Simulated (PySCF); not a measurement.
## Which basis set comes closest?

Molecule: tetramethylborate (C[B-](C)(C)C, [C4H12B]-).

Atoms are numbered as in `[CH3:1][B-:2]([CH3:3])([CH3:4])[CH3:5]` (H(Xn): hydrogen on atom n).

Geometry PBE0-D3(BJ)/def2-SVP throughout; GIAO in PySCF 2.14, gas phase, one conformer, non-relativistic; equivalent atoms averaged; functional PBE0.

Reference values (measured; Macháček, Bühl, Fanfrlík, Hnyk, 11B NMR of BX3 and BX4-, J. Phys. Chem. A (author manuscript)): δ(B2) = -20.2 ppm vs BF3.OEt2. Computed shifts are taken against BF3·OEt2, calculated as an isolated molecule at each level.

Task: How do the basis sets STO-3G, 6-31G, pcSseg-0, 6-31G*, def2-SVP, cc-pVDZ, pcSseg-1, 6-311+G(2d,p), aug-cc-pVDZ, def2-TZVP, IGLO-III, cc-pVTZ perform against the reference? Times are CPU seconds on shared hosts with different chips, so compare them loosely.

Result: 
```csv
basis set,functions,B2,abs. error B,core-s
STO-3G,37,-17.0,3.2,2.2
6-31G,69,-26.6,6.4,4.1
pcSseg-0,69,-27.2,7.0,4.6
6-31G*,94,-25.8,5.6,5.8
def2-SVP,130,-24.7,4.5,7.7
cc-pVDZ,130,-21.1,0.9,11
pcSseg-1,145,-27.3,7.1,15
"6-311+G(2d,p)",207,-26.6,6.4,17
aug-cc-pVDZ,223,-23.6,3.4,24
def2-TZVP,227,-25.8,5.6,20
IGLO-III,295,-25.2,5.0,36
cc-pVTZ,318,-28.1,7.9,41
```

For $^{11}$B the closest is cc-pVDZ (0.9 ppm) and the furthest cc-pVTZ (7.9 ppm). Where a smaller basis beats a larger one, errors probably cancel. One molecule is a small sample, and vibrational and solvent effects are absent from the calculation.

A small basis that lands close on one nucleus may do so by chance; judge by the trend and by all nuclei.
